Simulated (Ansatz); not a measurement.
GaH7OSi2 (`[SiH3][O][GaH][SiH3]`) at its PBE0-D4/def2-TZVP geometry, where that method's forces vanish. Charge 0, multiplicity 1.

```
atom   x (Å)   y (Å)   z (Å)
 Si1   1.405   1.588   0.040
  O2   0.679   0.812  -1.194
 Ga3  -0.506  -0.524  -1.377
 Si4  -1.293  -1.487   0.688
  H5   2.882   1.446  -0.060
  H6   1.060   3.035   0.014
  H7   0.970   1.028   1.356
  H8  -0.824  -0.831  -2.877
  H9  -1.963  -0.445   1.512
 H10  -2.263  -2.586   0.435
 H11  -0.148  -2.036   1.464
```

Q: For each bond, give half the difference of the two atoms' forces along it (eV/Å; positive pushes the atoms apart) under PBE-D4, r2SCAN-D4, B3LYP-D4, ωB97M-V in def2-TZVPP. (Estimate.)

A: Computed: 
| bond | length (Å) | PBE-D4 | r2SCAN-D4 | B3LYP-D4 | ωB97M-V |
| --- | --- | --- | --- | --- | --- |
| Si1–O2 | 1.629 | 0.36 | 0.10 | 0.09 | 0.12 |
| Si1–H5 | 1.487 | 0.02 | -0.03 | -0.10 | -0.14 |
| Si1–H6 | 1.488 | 0.02 | -0.03 | -0.10 | -0.14 |
| Si1–H7 | 1.494 | -0.02 | -0.04 | -0.08 | -0.09 |
| O2–Ga3 | 1.794 | 0.21 | 0.02 | 0.19 | 0.11 |
| Ga3–Si4 | 2.411 | -0.16 | -0.03 | 0.07 | 0.01 |
| Ga3–H8 | 1.564 | 0.00 | -0.08 | -0.10 | -0.12 |
| Si4–H9 | 1.488 | 0.09 | -0.01 | -0.08 | -0.10 |
| Si4–H10 | 1.488 | 0.09 | -0.01 | -0.07 | -0.10 |
| Si4–H11 | 1.488 | 0.09 | -0.01 | -0.08 | -0.10 |

B3LYP here is the variant with VWN-RPA as its local correlation; programs differ in this.
